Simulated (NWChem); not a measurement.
# InHF₂; SMILES [InH]([F])[F]

```xyz
4

In     0.0000     0.0000    -0.2784
H      0.0000     0.0000    -1.9715
F     -1.5765     0.0000     0.8675
F      1.5765     0.0000     0.8675
```
Atoms are numbered in this order, from 1.

Results from NWChem. Structure relaxed at the PBE0/def2-SVP level. def2 effective core potentials on In; no spin-orbit coupling. Ions are spin-unrestricted doublets at the neutral geometry; other ion states weren't tried.

For level CAM-B3LYP/def2-SVP:

```yaml
"−ε(HOMO) (eV)": 11.09
```

### Question
What are these values for level Hartree-Fock/def2-SVP?

### Answer
- −ε(HOMO) (eV): 13.58
